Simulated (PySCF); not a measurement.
## Relaxation of triplet Cd₂S

Level of theory: PySCF, UB3LYP, basis S def2-SVP, Cd def2-SVP with ECP28 (scalar-relativistic core potentials, no spin–orbit coupling, density fitting). A (50,194) grid was used.

A start displaced from a saddle point along its imaginary mode, of C2v symmetry, held to at least that symmetry:

```xyz
3
charge 0 multiplicity 3, angstrom
S     0.0406   -0.1129    0.0000
Cd   -0.0057    0.0159    2.3983
Cd   -0.0057    0.0159   -2.3983
```

(1) What forces act on the atoms at the start (eV/Å)?

(2) What does it relax to?

(3) How much energy is released, and in how many steps?

Answers

(1) 
```tsv
atom	Fx	Fy	Fz
S1	0.25	-0.70	0.00
Cd2	-0.13	0.35	0.37
Cd3	-0.13	0.35	-0.37
```

(2) It ends at C2v with S–Cd 2.500 Å (×2); Cd–S–Cd 99.9°. The frequency run here used a shortcut that can spoil soft modes, so no verdict on minimum or saddle point is given. Other isomers or separated fragments may lie lower.

(3) 76.8 kJ/mol in 10 steps.

At this level a singlet minimum of D∞h symmetry lies 5 kJ/mol below this structure.

The relaxation took about 70 core-seconds on a shared host.
